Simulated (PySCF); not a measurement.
# `NCc1cc2occc2s1`: 4 charge schemes on one density

C7H7NOS.
Structure used (GFN2-xTB), in Å, numbered top down from 1:
```
atom  x, y, z in Å
N1     3.1981   -0.2371    0.4303
C2     2.3875    0.7334   -0.2911
C3     0.9135    0.4780   -0.1958
C4     0.1500   -0.2898   -1.0239
C5    -1.1775   -0.3710   -0.5550
O6    -2.3089   -0.9666   -0.9731
C7    -3.2578   -0.6498   -0.0598
C8    -2.7751    0.1364    0.9436
C9    -1.4104    0.3245    0.6264
S10    0.0226    1.1017    1.1820
H11    3.0135   -1.1733    0.0850
H12    2.9653   -0.2201    1.4181
H13    2.6916    0.7041   -1.3410
H14    2.6206    1.7220    0.1127
H15    0.5150   -0.7587   -1.9186
H16   -4.2399   -1.0427   -0.2333
H17   -3.3151    0.5209    1.7834
```

Density: PBE0/pcSseg-1 (PySCF); schemes: Mulliken, IAO, Hirshfeld and ESP-fitted. The structure is a single GFN2-xTB conformer in the gas phase; no vibrational or solvent corrections.

Atoms with like bonding are taken together and averaged. Do the Mulliken, IAO, Hirshfeld and ESP-fitted schemes agree on where the charge is lowest?

The schemes don't all agree: Mulliken C3 (-0.459); IAO N1 (-0.567); Hirshfeld N1 (-0.244); ESP-fitted N1 (-1.090).

Do the Mulliken, IAO, Hirshfeld and ESP-fitted schemes agree on where the charge is highest?

The schemes don't all agree: Mulliken S10 (+0.331); IAO S10 (+0.291); Hirshfeld H11/H12 (+0.104); ESP-fitted C2 (+0.598).

At which atom do the 4 schemes differ most?

At N1: from -1.090 (ESP-fitted) to -0.244 e (Hirshfeld), 0.846 e apart.

What partial charge does each atom carry?

In e; atoms taken as equivalent share a row and are averaged (×n: the atom named and its like, n in all):

| atom | environment | Mulliken | IAO | Hirshfeld | ESP-fitted |
| --- | --- | --- | --- | --- | --- |
| N1 | primary amine nitrogen | -0.435 | -0.567 | -0.244 | -1.090 |
| C2 | sp3 carbon bound to nitrogen | +0.062 | -0.154 | -0.031 | +0.598 |
| C3 | substituted aromatic carbon | -0.459 | -0.152 | -0.028 | -0.519 |
| C4 | aromatic CH carbon | +0.065 | -0.219 | -0.087 | -0.210 |
| C5 | ring-fusion aromatic carbon | +0.271 | +0.149 | +0.037 | +0.229 |
| O6 | furan-type oxygen | -0.391 | -0.234 | -0.068 | -0.205 |
| C7 | aromatic CH next to a ring oxygen | +0.154 | +0.008 | +0.009 | -0.020 |
| C8 | aromatic CH carbon | -0.107 | -0.225 | -0.092 | -0.489 |
| C9 | ring-fusion aromatic carbon | -0.357 | -0.209 | -0.069 | +0.170 |
| S10 | thiophene-type sulfur | +0.331 | +0.291 | +0.084 | +0.022 |
| H11/H12 | N–H hydrogen | +0.169 | +0.243 | +0.104 | +0.409 |
| H13/H14 | methylene hydrogen | +0.130 | +0.153 | +0.047 | +0.015 |
| H15 | aromatic hydrogen | +0.087 | +0.168 | +0.059 | +0.216 |
| H16 | aromatic hydrogen | +0.095 | +0.176 | +0.065 | +0.183 |
| H17 | aromatic hydrogen | +0.085 | +0.174 | +0.061 | +0.267 |

Mean size of the charges over all atoms: ESP-fitted 0.298 e, IAO 0.207 e, Mulliken 0.206 e, Hirshfeld 0.073 e. Each set sums to the total charge, 0, to within 0.001 e. The ESP scheme is a least-squares fit of atom-centred charges to the potential on four shells outside the van der Waals surface, with the total charge fixed.

Some averages cover members that differ in this geometry: H13/H14, ESP-fitted +0.001 to +0.028 e.

Sum the charges by element, for elements with more than one atom.

```tsv
element	atoms	Mulliken	IAO	Hirshfeld	ESP-fitted
C	7	-0.371	-0.802	-0.261	-0.241
H	7	+0.867	+1.311	+0.488	+1.513
```

How closely do the schemes follow one another over all atoms?

Correlation coefficient and root-mean-square difference: IAO with Hirshfeld 0.98, 0.148 e; Mulliken with IAO 0.81, 0.148 e; Hirshfeld with ESP-fitted 0.77, 0.335 e; Mulliken with Hirshfeld 0.75, 0.188 e; IAO with ESP-fitted 0.71, 0.284 e; Mulliken with ESP-fitted 0.65, 0.305 e.
